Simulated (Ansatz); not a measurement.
A made-up structure of BHBrO (charge +1), singlet:

O1  (0.028, 0.869, 0.161)
B2  (0.060, -0.374, 0.086)
Br3  (0.160, -2.141, 0.097)
H4  (0.332, -3.551, 0.608)
(Å)

It is relaxed with PBE-D4/def2-SVP and then PBE0-D4/def2-TZVP (Ansatz 0.2.0). Atoms count as bonded within 1.22 times the sum of their covalent radii (H–H: 0.88 Å). The end point is not checked to be a true minimum.

Does its bonding change? (A judgement: the text doesn't fix the answer.)

By the calculation: No: no bond forms or breaks.

Where it ends: The first stage lowers the energy by 2.18 eV in 10 steps. It ends as BHBrO ([O][B][BrH]), total charge +1:
O1  (0.088, 0.601, 0.428)
B2  (0.079, -0.538, 0.096)
Br3  (0.062, -2.378, -0.453)
H4  (0.351, -2.882, 0.880)
(Å)

Labels in which every atom is bracketed show which atoms are joined, not bond orders.

For scale, one of the runs: PBE0-D4/def2-TZVP relaxation, 116 basis functions, launched by `ansatz run in.yaml --threads 2 --pin off --events-out ev --progress --plain --max-ram 4352MiB`. Hardware: 2 CPU threads of an Arm Neoverse N1, shared host. Wall time about 19 s.
